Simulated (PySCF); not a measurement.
# Electron correlation in As (arsenic, neutral)

[Ar] 3d10 4s2 4p3, high-spin 4S determinant. Computed with PySCF 2.14 in cc-pVTZ-PP with ECP10MDF, with a scalar-relativistic core potential. Frozen: 3s2 3p6 3d10; 5 electrons correlated.

MP2 pair energies summed by pair of shells (mhartree):

```
 pair  energy  share (%)
4s-4p  -46.38       64.9
4p-4p  -15.32       21.5
4s-4s   -9.72       13.6
```

Total MP2 correlation energy: -71.42 mhartree.

Same-spin part -19.20 and opposite-spin part -52.22 mhartree; SCS-MP2 scales them by 1/3 and 6/5 to -69.06 mhartree.

```csv
level,correlation energy (mhartree)
CCSD,-85.57
(T),-2.79
CCSD(T),-88.36
```

Diagnostics: T1 = 0.0036, D1 = 0.0085, largest double amplitude 0.052.

Cost of the coupled-cluster step: 0.3 s of wall time on 1 thread of Intel(R) Xeon(R) Platinum 8375C CPU @ 2.90GHz (shared host), for 5 correlated electrons.

Iterations:

```
CC2 = 0
CCSD nocc = (np.int64(4), np.int64(1)), nmo = (30, 30)
frozen orbitals [[0, 1, 2, 3, 4, 5, 6, 7, 8], [0, 1, 2, 3, 4, 5, 6, 7, 8]]
max_cycle = 100
direct = 0
conv_tol = 1e-08
conv_tol_normt = 1e-06
diis_space = 8
diis_start_cycle = 0
Init t2, MP2 energy = -0.0714205010109062
Init E_corr(UCCSD) = -0.0714205010117742
cycle = 1  E_corr(UCCSD) = -0.0827027281722157  dE = -0.0112822272  norm(t1,t2) = 0.0371381
cycle = 2  E_corr(UCCSD) = -0.0848152295996861  dE = -0.00211250143  norm(t1,t2) = 0.00990381
cycle = 3  E_corr(UCCSD) = -0.0855804063554183  dE = -0.000765176756  norm(t1,t2) = 0.00339491
cycle = 4  E_corr(UCCSD) = -0.0855689172325385  dE = 1.14891229e-05  norm(t1,t2) = 0.000474261
cycle = 5  E_corr(UCCSD) = -0.0855685797329393  dE = 3.37499599e-07  norm(t1,t2) = 5.53252e-05
cycle = 6  E_corr(UCCSD) = -0.085568404112485  dE = 1.75620454e-07  norm(t1,t2) = 1.44359e-05
cycle = 7  E_corr(UCCSD) = -0.0855685637093146  dE = -1.5959683e-07  norm(t1,t2) = 3.14826e-06
cycle = 8  E_corr(UCCSD) = -0.0855685156326117  dE = 4.80767029e-08  norm(t1,t2) = 3.41721e-07
cycle = 9  E_corr(UCCSD) = -0.0855685194548833  dE = -3.82227158e-09  norm(t1,t2) = 4.91859e-08
UCCSD converged
E(UCCSD) = -331.2957210844434  E_corr = -0.08556851945488329
UCCSD(T) correction = -0.00278719835616854
```
